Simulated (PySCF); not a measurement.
## `[CH3][GeH2][CH2]/C(C)=C\Cl`, C5H11ClGe

Cartesian coordinates in Å; atom numbers follow the order of the lines, from 1:
```xyz
18

C     2.1905   -0.2657    0.6992
Ge    1.3711    1.2125   -0.3237
C    -0.5245    0.8369   -0.8642
C    -1.1818   -0.2069   -0.0305
C    -1.7757   -1.3821   -0.7428
C    -1.2245   -0.1149    1.2922
Cl   -0.4938    1.2198    2.0902
H     1.5561   -1.1474    0.6616
H     2.3274    0.0047    1.7415
H     3.1598   -0.5272    0.2864
H     2.1338    1.3734   -1.6247
H     1.5276    2.5474    0.3518
H    -1.0791    1.7742   -0.7835
H    -0.5397    0.5388   -1.9116
H    -2.2172   -2.0867   -0.0430
H    -2.5432   -1.0479   -1.4399
H    -1.0035   -1.8924   -1.3182
H    -1.6920   -0.8302    1.9476
```

Level of theory: PySCF 2.14.0, GIAO KT3/pcSseg-1 magnetisability, rotational g tensor and spin-rotation constants, non-relativistic, gas phase. Geometry: GFN2-xTB.

The calculation is non-relativistic, which matters for the atoms heavier than Zn.

Problem. Give the nuclear spin-rotation constants along the inertial axes (H = +C I·J) beside the isotropic shieldings.

Solution. Rotational constants 1.7537, 1.1487, 0.8788 GHz. A star marks the isotopologue with that one atom substituted, in its own axes.
```csv
atom,isotope,Caa (kHz),Cbb (kHz),Ccc (kHz),mean (kHz),σ (ppm)
Cl7,35Cl,0.426,0.279,0.233,0.313,725.6
H8,1H,-0.063,-0.107,-0.073,-0.081,31.5
H9,1H,-0.199,0.003,-0.087,-0.094,31.4
H10,1H,-0.056,-0.117,-0.071,-0.081,31.7
H11,1H,-0.038,-0.035,-0.075,-0.050,27.9
H12,1H,-0.127,-0.007,-0.046,-0.060,27.4
H13,1H,-0.178,-0.100,0.009,-0.090,29.4
H14,1H,-0.187,0.033,-0.099,-0.084,30.2
H15,1H,-0.039,-0.113,-0.058,-0.070,29.9
H16,1H,-0.161,-0.078,-0.021,-0.087,29.7
H17,1H,-0.105,-0.060,-0.066,-0.077,29.9
H18,1H,0.027,-0.107,-0.038,-0.039,25.9
C1,13C*,0.191,0.116,0.101,0.136,191.6
Ge2,73Ge*,-0.482,-0.330,-0.227,-0.346,1479.2
C3,13C*,0.257,0.194,0.131,0.194,161.1
C4,13C*,0.624,0.428,0.215,0.422,49.4
C5,13C*,0.268,0.177,0.142,0.196,158.9
C6,13C*,0.581,0.306,0.239,0.375,71.6
```
For the geometry as given, no vibrational averaging.

Problem. How do the rotational constants and the g tensor change when H8, H9, H10, H11, H12, H13, H14, H15, H16, H17, H18 are replaced by deuterium?

Solution. Constants 1.5092, 0.9967, 0.7849 GHz; g -0.0088, -0.0059, -0.0036, against -0.0101, -0.0068, -0.0040 before.
